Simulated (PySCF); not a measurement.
Species: C6H7ClNP.
Cartesian coordinates in Å at the GFN2-xTB level; atoms count from 1:
```xyz
16
C6H7ClNP angstrom
C     -2.3201   -1.0883   -0.1291
C     -1.1730   -0.1235   -0.1868
C     -1.3993    1.1809   -0.5982
P     -0.1797    2.4019   -0.7168
C      1.1722    1.4387   -0.1898
Cl     2.7020    2.2637   -0.1363
C      1.1135    0.0988    0.1802
C      2.3465   -0.6266    0.6202
N      0.0015   -0.6166    0.1734
H     -3.0848   -0.7240    0.5544
H     -2.7709   -1.1967   -1.1139
H     -1.9642   -2.0556    0.2119
H     -2.4088    1.4650   -0.8666
H      2.0881   -1.6539    0.8582
H      3.0955   -0.6107   -0.1694
H      2.7739   -0.1442    1.4973
```

Computed at PBE0/pcSseg-1 (PySCF, non-relativistic), with Q(35Cl) = −0.0817 b, Q(14N) = 0.02044 b: Cl6, 35Cl (I = 3/2): χzz = -75.09 MHz, η = 0.108; N9, 14N (I = 1): χzz = -5.228 MHz, η = 0.264.

Problem. Where would the pure quadrupole (NQR) lines of 35Cl at Cl6 fall for the rigid, isolated species?

Solution. From ν = (|χ|/2)√(1 + η²/3): ν = 37.62 MHz (aryl chlorine). For 37Cl the ratio of quadrupole moments, 0.7881, gives 29.65 MHz.

Problem. Find the zero-field quadrupole resonance frequencies of 14N at N9.

Solution. From ν± = (3/4)|χ|(1 ± η/3) and ν0 = |χ|η/2: ν+ 4.266 MHz, ν− 3.577 MHz, ν0 0.689 MHz (pyridine-type nitrogen).

Problem. Apply the simplest Townes–Dailey estimate (no s hybridisation, no π bonding), ionic character = 1 − χzz/χ0, where χ0 is the coupling for one missing p electron along the bond: −109.74 MHz for 35Cl.

Solution. Cl6 on C5: 1 − (-75.09)/(-109.74) = 0.32. In this model a purely covalent bond gives χ0 and a free halide ion gives zero; s hybridisation or π bonding, where present, is counted here as ionic character.

In a crystal, neighbours and librations shift these lines. GFN2-xTB bond lengths can be off by several hundredths of an ångström, more for odd bonds, and the gradients follow them. A larger basis could move these couplings by a tenth or more.

The run behind these numbers computed NMR shieldings as well. The run took 53 s of wall time on one thread, Arm Neoverse N1 (aarch64), no GPU (shared host), and the process peaked at 0.90 GiB of memory.
